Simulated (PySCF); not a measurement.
# Structure from 2D NMR

Compound of formula C5H6FNSi. Correlations simulated from computed shifts and the bond graph:

HSQC (one-bond C–H):
```tsv
δH	δC
2.06	5.6
1.75	98.2
```

HMBC (two and three bonds, from the bond graph):
```tsv
δH	δC
2.06	108.9, 86.2
1.75	88.8
```

Carbons without hydrogens: δ 108.9, 88.8, 86.2.

Non-relativistic, equivalent nuclei averaged, one computed conformer, isolated molecule. GFN2-xTB geometry; NMR shieldings at PBE0/pcSseg-1/GIAO; PySCF.

References, each an isolated molecule treated in the same way: $^{1}$H (31.72 ppm), $^{13}$C (186.93 ppm) against TMS.

Exchangeable hydrogens are left out of these lists.

Task: Work out the connectivity.

Result: SMILES C(#C)[Si@](N)(F)C#CC.

Atom-mapped SMILES (the numbers label the heavy atoms): `[CH:1]#[C:2][Si@:3]([NH2:4])([F:5])[C:6]#[C:7][CH3:8]`. Each H is labelled by its parent atom.

- δC 108.9 is C7, an alkyne carbon.
- δC 98.2 is C1, a terminal alkyne carbon (δH 1.75).
- δC 88.8 is C2, an alkyne carbon.
- δC 86.2 is C6, an alkyne carbon.
- δC 5.6 is C8, a propargylic methyl carbon (δH 2.06).
- HMBC from δH 2.06 reaches the proton-free carbons C7, C6.
- HMBC from δH 1.75 reaches the proton-free carbon C2.

The data come from this structure; uniqueness wasn't tested.

The OH or NH signal is concentration- and solvent-dependent in practice; the value given is the gas-phase one. Shifts are as computed. Against solution values, carbons near 30 ppm lie about +3 ppm off and those near 130 ppm about +5 ppm. Of 1309 compounds with measured shifts, 239 miss one by over three times the rms of a fit or turn the order of signals round; such compounds aren't used in these exercises.
